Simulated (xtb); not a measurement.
Br$_{3}$Zr (SMILES [Br][Zr+]([Br])[Br]), charge +1, singlet, geometry from GFN2-xTB (such geometries of metal compounds can be far from the true shape) (the multiplicity is a formal guess); GFN2-xTB with ALPB(methanol) (xtb 6.7.1).

The xtb input:
```
$ xtb mol.xyz --gfn 2 --chrg 1 --alpb methanol --json

# file mol.xyz
4

Zr    -0.38017015     0.34914154     0.73727060
Br    -1.52796032    -1.45317031    -0.51825355
Br     0.12439636     1.80065951    -1.20710575
Br     1.83804413    -0.74650811     0.88276432
```

The log (banner, timings and long lists left out):

```
   ID    Z sym.   atoms
    1   40 Zr     1
    2   35 Br     2-4

           -------------------------------------------------
          |                Calculation Setup                |
           -------------------------------------------------

           -------------------------------------------------
          |                 G F N 2 - x T B                 |
           -------------------------------------------------

      * Solvation model:               ALPB
        Solvent                        methanol
        Parameter file                 internal GFN2-xTB/ALPB
        Dielectric constant                3.2700E+01
        Reference state                gsolv [1 M gas/solution]
        Free energy shift                  3.9449E-03 Eh       2.4755E+00 kcal/mol
        Temperature                        2.9815E+02 K
        Density                            7.9200E-01 kg/L
        Solvent mass                       3.2040E+01 g/mol
        Interaction kernel             P16
        Born radius scaling (c1)           1.6600E+00
        Born radii integrator          GBOBC
        Born offset                        0.0000E+00 a0       0.0000E+00 AA
        H-bond correction              true
        Ion screening                  false
        Surface tension                    1.0000E-05 Eh       1.5569E+01 dyn/cm
        Grid points                               230 per atom

          ...................................................
          :                      SETUP                      :
          :.................................................:
          :  # basis functions                  40          :
          :  # atomic orbitals                  36          :
          :  # shells                           12          :
          :  # electrons                        24          :
          :  max. iterations                   250          :
          :  Hamiltonian                  GFN2-xTB          :
          :  restarted?                      false          :
          :  GBSA solvation                   true          :
          :  PC potential                    false          :
          :  electronic temp.          300.0000000     K    :
          :  accuracy                    1.0000000          :
          :  -> integral cutoff          0.2500000E+02      :
          :  -> integral neglect         0.1000000E-07      :
          :  -> SCF convergence          0.1000000E-05 Eh   :
[...]
         :: total energy             -13.666448092086 Eh    ::
[...]
        22                         -0.0136630              -0.3718
        23                         -0.0122769              -0.3341
       ...                                ...                  ...
        36                          1.7660798              48.0575
      -------------------------------------------------------------
                  HL-Gap            0.0863112 Eh            2.3486 eV
             Fermi-level           -0.4367249 Eh          -11.8839 eV

     #   Z          covCN         q      C6AA      α(0)
     1  40 Zr       2.275     1.176   425.704    47.266
     2  35 Br       0.777    -0.059   186.148    21.997
     3  35 Br       0.777    -0.059   186.148    21.997
     4  35 Br       0.777    -0.059   186.148    21.997

 Mol. C6AA /au·bohr⁶  :       3716.201171
 Mol. C8AA /au·bohr⁸  :     341895.497293
 Mol. α(0) /au        :        113.255220

Wiberg/Mayer (AO) data.
largest (>0.10) Wiberg bond orders for each atom

 ---------------------------------------------------------------------------
     #   Z sym  total        # sym  WBO       # sym  WBO       # sym  WBO
 ---------------------------------------------------------------------------
     1  40 Zr   4.046 --     4 Br   1.349     2 Br   1.349     3 Br   1.349
     2  35 Br   1.536 --     1 Zr   1.349
     3  35 Br   1.536 --     1 Zr   1.349
     4  35 Br   1.536 --     1 Zr   1.349
 ---------------------------------------------------------------------------

Topologies differ in total number of bonds
Writing topology from bond orders to xtbtopo.mol

molecular dipole:
                 x           y           z       tot (Debye)
 q only:       -0.893       0.820       1.732
   full:       -1.820       1.672       3.530      10.953
molecular quadrupole (traceless):
                xx          xy          yy          xz          yz          zz
 q only:       -1.109      -1.173      -1.309      -2.478       2.276       2.418
  q+dip:       -3.733      -3.950      -4.407      -8.340       7.659       8.140
   full:       -3.934      -4.162      -4.644      -8.789       8.072       8.578

           -------------------------------------------------
          | TOTAL ENERGY              -13.666448092086 Eh   |
          | GRADIENT NORM               0.004019290007 Eh/α |
          | HOMO-LUMO GAP               2.348648385746 eV   |
           -------------------------------------------------

normal termination of xtb
```
